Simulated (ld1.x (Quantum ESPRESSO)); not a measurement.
## Pseudopotential generation for Yb (Z = 70): TM, PBE, scalar-relativistic.

ld1.x (Quantum ESPRESSO) 7.5 input, shortened:

```
&input
   title='Yb', zed=70., rel=1, dft='PBE', iswitch=3,
   config='[Xe] 4f14 5d0 6s0 6p0'
 /
 &inputp
   pseudotype=2, tm=.true., lloc=0,
   nlcc=.true., rcore=1.00
 /
4
5P  2  1   6.00   0.00  1.85  1.85  0.0
5D  3  2   0.00   0.00  2.65  2.65  0.0
4F  4  3  14.00   0.00  1.30  1.30  0.0
5S  1  0   2.00   0.00  1.45  1.45  0.0
 &test
   configts(1)='4f14 5s2 5p6 5d0 6s0 6p0'
 /
```

Poles of the logarithmic derivatives, all-electron (AE) and pseudo (PS). s: poles at -5.1, 1.1 (AE) and -5.1, 0.9 (PS) Ry. p: poles at -3.0, 2.5 (AE) and -3.0, 2.4 (PS) Ry. d: poles at -0.3, 5.0 (AE) and -0.3, 5.0 (PS) Ry. f: poles at -1.3, 2.6 (AE) and -1.3, 2.7 (PS) Ry. Test radius 2.92 bohr.

- Cutoffs needed: 260 Ry and over 300 Ry (the cutoffs (Ry, on a coarse ladder) from which the occupation-weighted sum of valence levels, in a spherical-Bessel basis at the reference potential, stays within 10 and 1 mRy of its value at 400 Ry)
- Ghost test: no extra level below or beside the all-electron valence levels (p, d, f, s tested) (spherical-Bessel basis up to 400 Ry, 20 bohr box)
- Largest excitation error: +363 meV (all-electron minus pseudo) for 4f13 5s2 5p6 5d1 6s2 6p0, out of 7 test configurations
